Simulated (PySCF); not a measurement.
CH7NSi2, SMILES C1N[SiH2][SiH2]1. Atoms are numbered in the order given.

```xyz
11

C     -1.2477    -0.7647     0.0000
N     -1.1361     0.7023     0.0000
Si     0.5416     1.1898     0.0000
Si     0.6504    -1.1501     0.0000
H     -1.7671    -1.1659    -0.8914
H     -1.7671    -1.1659     0.8914
H     -1.9886     1.2542     0.0000
H      1.0003     1.9675     1.1961
H      1.0003     1.9675    -1.1961
H      1.1366    -1.8704     1.2130
H      1.1366    -1.8704    -1.2130
```
Charge 0, spin multiplicity 1.

The structure is a stationary point at B3LYP-D3(BJ)/def2-SVP. This is a generated structure with no PubChem entry under its InChIKey; it may be hypothetical.

These are B3LYP/pcSseg-1 run with PySCF values and carry that method's errors.

GIAO shieldings, no solvent; atoms alike by connectivity are averaged. δ = σ(ref) − σ: ¹³C against TMS (σ = 181.3 ppm); ¹⁵N against NH3 (σ = 265.5 ppm); ²⁹Si against TMS (σ = 338.7 ppm); ¹H against TMS (σ = 31.68 ppm), references at their B3LYP-D3(BJ)/def2-TZVP geometries, non-relativistic.

```csv
nucleus,atoms,count,δ (ppm)
¹³C,C1,1,43.9
¹⁵N,N2,1,32.1
²⁹Si,Si3,1,-22.3
²⁹Si,Si4,1,-41.0
¹H,"H8, H9",2,5.75
¹H,"H10, H11",2,4.72
¹H,"H5, H6",2,3.76
¹H,H7,1,0.19
```
